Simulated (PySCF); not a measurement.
Al(Me)(Cl) (CH3AlCl), SMILES [Cl][Al+][CH3], charge +1. Atoms are numbered in the order given.

```xyz
6

Al     0.0000     0.0000    -0.4109
C      0.0000     0.0000    -2.3218
H     -0.8933    -0.5158    -2.6800
H      0.8933    -0.5158    -2.6800
H      0.0000     1.0315    -2.6800
Cl     0.0000     0.0000     1.6066
```
Charge +1, spin multiplicity 1.

Geometry optimised at B3LYP-D3(BJ)/def2-TZVP. The multiplicity is an assumed one; other spin states were not compared. The isomer is the one that the SMILES or the coordinates give; other isomers of the formula were not compared.

The numbers are results of TDA-ωB97X/def2-SVPD (PySCF 2.14.0), not measurements.

Vertical excitations; the highest root listed may be one member of a degenerate set. Isolated molecule, no solvent. State labels are in the subgroup Cs.

Computed lowest excited states:
| state | symmetry | energy (eV) | λ (nm) | f | main pairs |
|---|---|---|---|---|---|
| S1 | A' | 6.99 | 177 | 0.018 | HOMO→LUMO (degenerate set) |
| S2 | A" | 6.99 | 177 | 0.018 | HOMO−1→LUMO (degenerate set) |
| S3 | A" | 7.49 | 166 | 0.000 | HOMO−1→LUMO+1 49 %, HOMO→LUMO+2 49 % |
| S4 | A' | 7.57 | 164 | 0.000 | HOMO−1→LUMO+2, HOMO→LUMO+1 (degenerate set) |
| S5 | A" | 7.57 | 164 | 0.000 | HOMO→LUMO+2, HOMO−1→LUMO+1 (degenerate set) |
| S6 | A' | 7.63 | 163 | 0.059 | HOMO−2→LUMO+1 (degenerate set) |
| S7 | A" | 7.63 | 163 | 0.059 | HOMO−2→LUMO+2 (degenerate set) |
| S8 | A' | 7.66 | 162 | 0.261 | HOMO−2→LUMO 77 % |
| S9 | A' | 8.68 | 143 | 0.431 | HOMO−1→LUMO+2 27 %, HOMO→LUMO+1 27 %, HOMO−5→LUMO 26 %, HOMO−2→LUMO 11 % |
| S10 | A' | 8.93 | 139 | 0.022 | HOMO−3→LUMO 95 % |
| T1 | A' | 5.98 | 207 | 0 | HOMO−2→LUMO 95 % |
| T2 | A' | 6.65 | 186 | 0 | HOMO→LUMO (degenerate set) |
| T3 | A" | 6.65 | 186 | 0 | HOMO−1→LUMO (degenerate set) |
| T4 | A' | 6.99 | 177 | 0 | HOMO−2→LUMO+1 93 % |
Triplets are in the Tamm–Dancoff approximation.
